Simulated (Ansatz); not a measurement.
`CNB(C)[SiH3]` + `C#C[SeH]` → `C#C[Se][SiH3]` + `CBNC` at 400 K and 1 bar (cleavage of the Si–B bond).

Gas-phase electronic energies from Ansatz, PBE0-D4/def2-TZVP geometries. CBS: MP2 limit from def2 TZ/QZ plus the TZ coupled-cluster correction, frozen cores. For Se outer-core shells are correlated without core-valence functions, which leaves a few kJ/mol of doubt a bond. Scalar relativity is left out up to krypton. Each species was taken in one conformer, which may not be the lowest.

```
        species  CCSD(T)/CBS energy (Eh)  H − E (kJ/mol)  S (J/(mol·K))
 `CNB(C)[SiH3]`               -450.73419           357.7          417.5
     `C#C[SeH]`              -2477.92583            88.5          296.1
`C#C[Se][SiH3]`              -2768.23066           146.2          366.1
         `CBNC`               -160.46148           304.2          336.8
```

H − E and S are ideal-gas, rigid-rotor, harmonic terms from PBE0-D4/def2-TZVP, for one conformer and one mirror image of each species. 1 Eh = 2625.50 kJ/mol, R = 8.31446 J/(mol·K).

Question: By hand: ΔE, ΔH, ΔS and ΔG.

Answer: ΔE = (-2768.23066) + (-160.46148) − (-450.73419) − (-2477.92583) = -0.03212 Eh = -84.3 kJ/mol. Δ(H − E) = 146.2 + 304.2 − 357.7 − 88.5 = 4.2, so ΔH = -80.1 kJ/mol. ΔS = 366.1 + 336.8 − 417.5 − 296.1 = -10.7 J/(mol·K). ΔG = -80.1 − 400 × (-10.7)/1000 = -75.8 kJ/mol.

Question: By hand: the equilibrium constant, and the temperature at which ΔG would vanish if ΔH and ΔS stayed fixed.

Answer: log₁₀ K = −ΔG/(RT ln 10) = 9.9. ΔG = 0 at ΔH/ΔS = 7486 K, far beyond where these terms or the molecules hold.

The number of gas molecules stays the same, so ΔS is small and ΔH decides. A doubt of 5 kJ/mol in ΔE shifts log₁₀ K by 0.7 here. Other conformers and mirror images would add mixing entropy, several J/(mol·K) or more a flexible species. Modes under 60 cm⁻¹, often nearly free rotors, make the harmonic entropy too high. These are equilibria of isolated gas molecules and say nothing of rates. Largest T1 diagnostic: 0.013 (customary marks: 0.02 for closed shells, 0.045 for open ones).
